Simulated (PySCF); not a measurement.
F3Ge, charge +1, multiplicity 1. Atoms are numbered in the order given.

```xyz
4

F      1.6842     0.0000     0.0000
Ge     0.0000     0.0000     0.0000
F     -0.8421     1.4585     0.0000
F     -0.8421    -1.4585     0.0000
```
Charge +1, spin multiplicity 1.

The structure is a stationary point at PBE-D3(BJ)/def2-SVP. The multiplicity is an assumed one; other spin states were not compared. The isomer is the one that the SMILES or the coordinates give; other isomers of the formula were not compared.

Level of theory: PBE-D3(BJ)/def2-SVP (PySCF 2.14.0).

Frequencies are harmonic and unscaled.

Modes within 1.5 cm⁻¹ of each other (mostly degenerate sets) share a row, with their intensities summed.

Give all harmonic wavenumbers and intensities. (The exact figures need the calculation; the answer reports its results.)


| mode | ν (cm⁻¹) | IR (km/mol) | moving atoms (share of kinetic energy) |
|---|---|---|---|
| 1–3 | 199 | 81.8 | F 84 %, Ge 16 % |
| 4 | 712 | 0.0 | F 100 % |
| 5–6 | 841 | 96.0 | F 72 %, Ge 28 % |
